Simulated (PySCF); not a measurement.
**Deuteron quadrupole couplings in `C[Si@@]1(P)C[C@H](O[SiH3])[SiH2]O1`**

Compound: C3H13O2PSi3.
Geometry (GFN2-xTB, Å), atoms numbered from 1 in this order:
```
atom  x, y, z in Å
C1     3.173    0.380    0.121
Si2    1.344   -0.112   -0.005
P3     0.850   -2.139    0.828
C4     0.090    1.173    0.658
C5    -1.132    0.929   -0.219
O6    -1.638   -0.361    0.107
Si7   -2.975   -0.714    0.950
Si8   -0.493    0.683   -2.007
O9     0.932    0.001   -1.609
H10    3.536    0.194    1.125
H11    3.331    1.427   -0.112
H12    3.769   -0.210   -0.566
H13    0.245   -2.594   -0.331
H14    2.072   -2.706    0.487
H15    0.445    2.194    0.516
H16   -0.173    1.046    1.709
H17   -1.907    1.683   -0.055
H18   -2.828   -2.156    1.058
H19   -3.001   -0.024    2.246
H20   -4.168   -0.293    0.203
H21   -0.205    1.930   -2.706
H22   -1.279   -0.312   -2.715
```

Level: PBE0/pcSseg-1 (PySCF, non-relativistic); Q(2H) = 0.00286 b; rigid geometry, the same for H and D, with no vibrational averaging.

Question: Rank these positions by the coupling χzz of a deuteron there, largest first.
A. H20 (Si–H hydrogen)
B. H13 (P–H hydrogen)
C. H17 (methine hydrogen)
D. H22 (Si–H hydrogen)
E. H12 (methyl hydrogen)
F. H16 (methylene hydrogen)

Answer: E (221 kHz), F (211 kHz), C (201 kHz), B (144 kHz), D (113 kHz), A (104 kHz).

Question: Tabulate Vzz, the asymmetry η and χzz = 234.96 MHz × Q × Vzz for every hydrogen position.

Answer: 
```tsv
atom	bonded to	bond length (Å)	Vzz (au)	η	χzz (kHz)
H10	C1	1.084	0.3290	0.01	221
H11	C1	1.084	0.3292	0.01	221
H12	C1	1.084	0.3283	0.02	221
H13	P3	1.385	0.2139	0.06	144
H14	P3	1.389	0.2103	0.08	141
H15	C4	1.090	0.3168	0.04	213
H16	C4	1.090	0.3146	0.04	211
H17	C5	1.094	0.2986	0.11	201
H18	Si7	1.453	0.1681	0.02	113
H19	Si7	1.468	0.1563	0.04	105
H20	Si7	1.469	0.1551	0.04	104
H21	Si8	1.459	0.1633	0.01	110
H22	Si8	1.452	0.1687	0.02	113
```

Question: Average by the element that carries the hydrogen.

Answer: on C: 215 kHz over 6 positions, mean bond length 1.088 Å; on P: 143 kHz over 2 positions, mean bond length 1.387 Å; on Si: 109 kHz over 5 positions, mean bond length 1.460 Å.

Question: Give the 2H NMR doublet splittings at H21 for a magnetic field along the z, y and x axes of the gradient: 3χ/2, 3χ(1 + η)/4, 3χ(1 − η)/4.

Answer: With |χ| = 109.7 kHz and η = 0.006: 165, 83 and 82 kHz, to first order and without motion.

One conformer (not necessarily the lowest) at the GFN2-xTB geometry, without solvent, vibrations or thermal averaging. GFN2-xTB frequencies show an imaginary mode (20i cm⁻¹), so this geometry is no minimum at that level. GFN2-xTB bond lengths can be off by several hundredths of an ångström, more for odd bonds, and the gradients follow them. The small basis limits the accuracy of the gradients.

These values come from a run that also computed NMR shieldings. Time: 64 s; peak memory 1.2 GiB. Hardware: one thread, Arm Neoverse V2 (aarch64), shared host with 192 logical CPUs at a one-minute load of 77.
